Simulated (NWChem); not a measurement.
Molecule: PbClF, singlet; SMILES [F][Pb][Cl]

Computed with NWChem. Low-valent species are run as closed-shell singlets; no triplet was tried in these runs. Geometry: optimised at PBE0/def2-SVP. def2 effective core potentials on Pb; no spin-orbit coupling. Ions are spin-unrestricted doublets at the neutral geometry; other ion states weren't tried.

For level PBE/def2-SVPD:

```
Quantity                               Value
-------------------------------------  -----
vertical ionisation energy, ΔSCF (eV)  10.55
−ε(HOMO) (eV)                           7.28
```

Q: Estimate the same quantities for level BHandHLYP/def2-SVPD.

A: 
| Quantity | Value |
|---|---|
| vertical ionisation energy, ΔSCF (eV) | 10.83 |
| −ε(HOMO) (eV) | 9.68 |
